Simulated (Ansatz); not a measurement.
The cluster K₃H₃, relaxed as a singlet with RKS PBE-D4/def2-TZVP in Ansatz, starting from the GFN1-xTB geometry. Force threshold 0.02 eV/Å.

Another isomer (singlet) lies 0.06 eV lower at PBE0-D4/def2-TZVP; other spin states weren't run for this one.

Start:

```xyz
6

K    -0.839    1.358    2.327
K     0.241    0.718   -0.895
K     0.516   -3.078   -2.121
H     1.161    1.879    1.021
H     0.949   -1.526   -0.587
H    -2.029    0.649    0.256
```

```tsv
step	energy (eV)	largest force component (eV/Å)	SCF passes
1	-49003.0884	0.304	17
2	-49003.2047	0.143	19
3	-49003.2675	0.143	18
4	-49003.3228	0.152	18
5	-49003.3743	0.161	18
6	-49003.4227	0.148	18
7	-49003.4794	0.165	18
8	-49003.5364	0.183	18
9	-49003.6014	0.214	18
10	-49003.6881	0.261	17
11	-49003.7865	0.308	17
12	-49003.8947	0.331	17
13	-49004.0076	0.311	17
14	-49004.1082	0.202	17
15	-49004.1479	0.167	17
16	-49004.1724	0.028	17
17	-49004.1752	0.017	17
18	-49004.1755	0.024	17
19	-49004.1761	0.013	18
20	-49004.1763	0.004	19
```

Force components are those of the run's own axes.

End:

Cartesian coordinates in Å:
```
K -1.435 1.375 1.915
K 1.463 0.654 -0.461
K -0.762 -2.358 -1.224
H 0.691 2.341 1.252
H 1.367 -1.414 -1.907
H -1.323 -0.598 0.424
```

Bonds lost: K2–H6 (atoms count from 1). Bonds formed: K3–H6 (atoms count from 1).

The force fell under the threshold at step 17, but the optimiser went on. No frequencies were taken in this run, so the end may be a saddle point.

Hardware: 4 threads of Arm Neoverse V2 on a shared host. Wall time 17 s.
